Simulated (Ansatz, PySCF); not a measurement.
C₃H₉BO₃, charge +1, doublet, geometry from GFN2-xTB (a state made from the parent by changing its charge; the spin is typed, not shown lowest). Base run: B3LYP/STO-3G in PySCF.

Geometry (Å):
```xyz
16

B      0.0057    -0.0043     0.0014
O      0.8139     0.9671     0.5102
C      0.8312     2.3082     0.1417
H      0.6627     2.9132     1.0446
H      1.8484     2.5582    -0.1939
H      0.0978     2.5449    -0.6296
O      0.1017    -1.2818     0.4642
C      0.9711    -1.7442     1.4467
H      0.3711    -2.2013     2.2473
H      1.5650    -2.5651     1.0191
H      1.6170    -0.9605     1.8433
O     -0.8986     0.3019    -0.9702
C     -1.7846    -0.5768    -1.5845
H     -1.7027    -1.5955    -1.2044
H     -2.8037    -0.1864    -1.4479
H     -1.6011    -0.5463    -2.6686
```
Charge +1, spin multiplicity 2.
Orbitals are unrestricted.
All else is at PySCF's defaults.

The same geometry, method and basis name were run in Ansatz (a program for electronic structure) and PySCF, at each program's defaults and at the settings that a row names. The base is PySCF at its defaults. Differences at the defaults can come from grids, fitting, cores and function types together.

```tsv
code and settings	ΔE vs base (µEh)	basis functions	E (Eh)	SCF cycles
PySCF, defaults (exact integrals, its default grid, spherical functions)	0.0	44	-365.26265	26
Ansatz, defaults (factorised integrals, its default grid, spherical functions)	-10.6	44	-365.26266	-
PySCF, density fitting with def2-universal-jkfit	-2067	44	-365.26472	26
PySCF, fine grid	-5.5	44	-365.26266	24
Ansatz, high accuracy	-10.8	44	-365.26267	-
```

Open shells are given as the SCF converged; they aren't shown to be the lowest states, and a large step between rows can be another state.
